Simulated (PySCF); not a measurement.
A structure optimised at PBE-D3(BJ)/def2-SVP, used in a PySCF frequency run:

```
O
Si 1 1.6381
F 2 1.6057 1 110.31
F 2 1.6060 3 108.64 1 -120.54
F 2 1.6096 3 108.87 4 -118.14
Si 1 1.6698 2 143.40 3 115.34
F 6 1.6258 1 106.58 2 -179.91
F 6 1.6288 7 107.78 1 -116.09
```
Charge 0, spin multiplicity 2.

**Question.** Write its SMILES and formula.

**Answer.** F[Si](F)O[Si](F)(F)F, F5OSi2

**Question.** What are its rotational constants (standard atomic weights)?

**Answer.** 2.5451, 0.77625, 0.71522 GHz
